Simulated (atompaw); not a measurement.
## Cutoff test, Cl (Z = 17), PAW (atompaw)

```json
{"Element": "chlorine (Cl)", "Generator": "atompaw 4.2.0.5", "Type": "PAW", "Functional": "LDA (PW92)", "Relativity": "scalar-relativistic", "Frozen core": "[Ne]", "Valence charge": "7", "Reference configuration": "3s2 3p3 (charge +2)", "Partial waves": "3s (bound): rc 1.45 bohr; 3s channel at -0.4 Ry: rc 1.45 bohr; 3p (bound): rc 1.45 bohr; 3p channel at 2.65 Ry: rc 1.45 bohr; 3d channel at 0.1 Ry: rc 1.45 bohr", "Local potential": "bessel scheme, radius 1.40 bohr", "Core correction": "smooth core density matched at 0.90 bohr", "Augmentation charge": "sinc compensation charge, radius 1.10 bohr; PAW radius 1.45 bohr; waves and projectors: custom rrkj vanderbiltortho"}
```

The pseudo-atom Hamiltonian at the reference potential is diagonalised in spherical Bessel functions j_l(qr) that vanish at 20 bohr, with q² up to the cutoff. All-electron valence levels (Ry): 3s -3.2980, 3p -2.3346.

**Question.** How do the lowest levels (Ry) of each channel move with the cutoff, and are there ghosts?

**Answer.**

```
cutoff (Ry)     s #1     s #2     p #1     p #2     d #1     f #1     f #2  Σ f·Δε (mRy)
          8  -3.2963  -0.9101  -2.1775  -0.6451  -0.8199  -0.2757  -0.1586         475.2
         12  -3.2969  -0.9104  -2.2829  -0.6716  -0.8910  -0.2760  -0.1590         157.9
         15  -3.2973  -0.9110  -2.3136  -0.6793  -0.9220  -0.2760  -0.1590          65.0
         21  -3.2976  -0.9120  -2.3286  -0.6829  -0.9837  -0.2761  -0.1591          19.4
         25  -3.2976  -0.9121  -2.3323  -0.6837  -1.0008  -0.2761  -0.1591           8.0
         35  -3.2979  -0.9121  -2.3344  -0.6840  -1.0271  -0.2761  -0.1591           1.1
         40  -3.2980  -0.9122  -2.3346  -0.6841  -1.0309  -0.2761  -0.1591           0.6
         50  -3.2980  -0.9122  -2.3347  -0.6841  -1.0323  -0.2761  -0.1591           0.4
        400  -3.2981  -0.9122  -2.3347  -0.6841  -1.0324  -0.2761  -0.1591           0.0
```

Result: no extra level below or beside the all-electron valence levels (s, p, d, f tested); 10 mRy is reached at 25 Ry and 1 mRy at 40 Ry.
